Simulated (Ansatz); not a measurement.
`C[S][GeH]` + CH₃OH → `C[O][GeH]` + CH₃SH at 400 K and 1 bar (ligand exchange at a Ge–S bond).

Calculated with Ansatz (gas phase, PBE0-D4/def2-TZVP geometries, no zero-point term in ΔE). CCSD(T)/CBS adds triple-zeta CCSD(T) − MP2 to the extrapolated MP2 energy (def2 sets, frozen cores). This one scheme is used for every species. For Ge outer-core shells are correlated without core-valence functions, which leaves a few kJ/mol of doubt a bond. Scalar relativity is left out up to krypton.

| species | CCSD(T)/CBS energy (Eh) | H − E (kJ/mol) | S (J/(mol·K)) |
| --- | --- | --- | --- |
| `C[S][GeH]` | -2514.34332 | 143.7 | 333.1 |
| CH₃OH | -115.61712 | 151.2 | 252.6 |
| `C[O][GeH]` | -2191.71863 | 148.2 | 313.9 |
| CH₃SH | -438.22835 | 138.7 | 269.4 |

H − E and S are ideal-gas, rigid-rotor, harmonic terms from PBE0-D4/def2-TZVP. 1 Eh = 2625.50 kJ/mol, R = 8.31446 J/(mol·K).

**Question.** By hand: ΔE, ΔH, ΔS and ΔG.

**Answer.** ΔE = (-2191.71863) + (-438.22835) − (-2514.34332) − (-115.61712) = 0.01346 Eh = 35.3 kJ/mol. Δ(H − E) = 148.2 + 138.7 − 143.7 − 151.2 = -8.0, so ΔH = 27.3 kJ/mol. ΔS = 313.9 + 269.4 − 333.1 − 252.6 = -2.4 J/(mol·K). ΔG = 27.3 − 400 × (-2.4)/1000 = 28.3 kJ/mol.

**Question.** By hand: the equilibrium constant, and the temperature at which ΔG would vanish if ΔH and ΔS stayed fixed.

**Answer.** log₁₀ K = −ΔG/(RT ln 10) = -3.7. ΔH and −TΔS have one sign here, so there is no such temperature.

The number of gas molecules stays the same, so ΔS is small and ΔH decides. A doubt of 5 kJ/mol in ΔE shifts log₁₀ K by 0.7 here. These are equilibria of isolated gas molecules and say nothing of rates. Largest T1 diagnostic: 0.016 (customary marks: 0.02 for closed shells, 0.045 for open ones).

ΔS is within the doubt of such terms, so its sign, and with it that verdict, could turn.
